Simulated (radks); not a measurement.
Species: the tellurium ion Te23+. Configuration: [Ar] 3d10 4s1. Calculated with a radial shooting solver on a logarithmic mesh with Libxc functionals: scalar-relativistic Kohn-Sham, exchange-only LDA, spin-polarised, spherical densities, point nucleus; open shells are filled with parallel spins first (spin-orbit coupling, left out, can overturn this in heavy ions).

Normalised radial functions P(r) = r R(r), r in bohr:

r	3s down
0.001088	0.1465
0.001395	0.1812
0.001773	0.2214
0.002272	0.2708
0.002911	0.3285
0.003701	0.3919
0.004743	0.4637
0.006029	0.5360
0.007726	0.6071
0.009822	0.6624
0.01259	0.6897
0.01613	0.6653
0.0205	0.5683
0.02628	0.3685
0.0334	0.0682
0.0428	-0.3346
0.05441	-0.7494
0.06973	-1.0755
0.08936	-1.1236
0.1136	-0.7649
0.1456	0.0307
0.1851	0.9983
0.2371	1.7932
0.3015	2.0147
0.3863	1.6314
0.495	0.9480
0.6293	0.3920
0.8064	0.1008
1.025	0.0159
1.314	0.0012
1.67	0.0000
2.14	0.0000

3s down: eigenvalue -1623.1 eV, 2 radial nodes at r = 0.0350, 0.144 bohr, <r> = 0.318 bohr, 90 % of the charge inside 0.466 bohr.
